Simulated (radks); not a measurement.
All-electron atom: neutral neodymium in [Xe] 4f4 6s2. Calculated with a radial shooting solver on a logarithmic mesh with Libxc functionals: Dirac Kohn-Sham, SOGGA, spin-unpolarised, spherical densities, finite nucleus; open shells fill j = l - 1/2 first; Fermi nuclear charge, rms radius 4.9123 fm.

Radial electron density D(r) = 4 pi r^2 rho(r):

| r (bohr) | D(r) (e/bohr) |
|---|---|
| 0.0008349 | 2.361 |
| 0.001141 | 3.992 |
| 0.001546 | 6.571 |
| 0.002112 | 10.76 |
| 0.002885 | 17.18 |
| 0.003941 | 26.53 |
| 0.005342 | 38.75 |
| 0.007298 | 53.77 |
| 0.00997 | 68.72 |
| 0.01362 | 78.98 |
| 0.01846 | 80.34 |
| 0.02522 | 74.24 |
| 0.03445 | 71.48 |
| 0.04669 | 83.22 |
| 0.06379 | 101.5 |
| 0.08714 | 99.27 |
| 0.119 | 79.90 |
| 0.1613 | 82.20 |
| 0.2204 | 89.35 |
| 0.3011 | 56.97 |
| 0.4114 | 34.43 |
| 0.5575 | 40.81 |
| 0.7617 | 29.24 |
| 1.041 | 13.73 |
| 1.422 | 8.964 |
| 1.927 | 4.962 |
| 2.632 | 1.695 |
| 3.596 | 0.7731 |
| 4.873 | 0.4716 |
| 6.658 | 0.1497 |
| 9.096 | 0.02004 |
| 12.43 | 0.0008881 |

D(r) has 4 maxima, at r = 0.0165, 0.0731, 0.205, 0.567 bohr, and minima at 0.0321, 0.135, 0.411 bohr, inside which lie 2.02, 11.23, 29.12 electrons.
